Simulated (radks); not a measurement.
All-electron atom: Eu V in [Xe] 4f4.75 6s0.25 (fractional occupations, a model configuration). All-electron calculation, Dirac Kohn-Sham, LDA (Slater exchange, Perdew-Wang correlation), spin-unpolarised, spherical densities, finite nucleus; open shells are shared between the two j in proportion to 2j + 1; Fermi nuclear charge, rms radius 5.1115 fm. Program: a radial shooting solver on a logarithmic mesh with Libxc functionals.

Unscreened Slater integrals over Kohn-Sham orbitals (eV). Large and small components are both included.

integral           value
F0(6s1/2,6s1/2)   8.5613
F0(6s1/2,4f7/2)   11.107
G3(6s1/2,4f7/2)  0.54054
F0(6s1/2,4f5/2)   11.116
G3(6s1/2,4f5/2)  0.53494
F0(6s1/2,5p3/2)   10.303
G1(6s1/2,5p3/2)   1.0396
F0(4f7/2,4f7/2)   30.760
F2(4f7/2,4f7/2)   14.754
F4(4f7/2,4f7/2)   9.2814
F6(4f7/2,4f7/2)   6.6840
F0(4f7/2,4f5/2)   30.901
F2(4f7/2,4f5/2)   14.822
F4(4f7/2,4f5/2)   9.3247
G2(4f7/2,4f5/2)   14.790
G4(4f7/2,4f5/2)   9.3054
G6(4f7/2,4f5/2)   6.7017
F0(4f7/2,5p3/2)   19.478
F2(4f7/2,5p3/2)   6.7589
G2(4f7/2,5p3/2)   3.2812
G4(4f7/2,5p3/2)   2.6084
F0(4f5/2,4f5/2)   31.044
F2(4f5/2,4f5/2)   14.892
F4(4f5/2,4f5/2)   9.3694
F0(4f5/2,5p3/2)   19.511
F2(4f5/2,5p3/2)   6.7193
G2(4f5/2,5p3/2)   3.2240
G4(4f5/2,5p3/2)   2.5697
F0(5p3/2,5p3/2)   16.222
F2(5p3/2,5p3/2)   8.7971
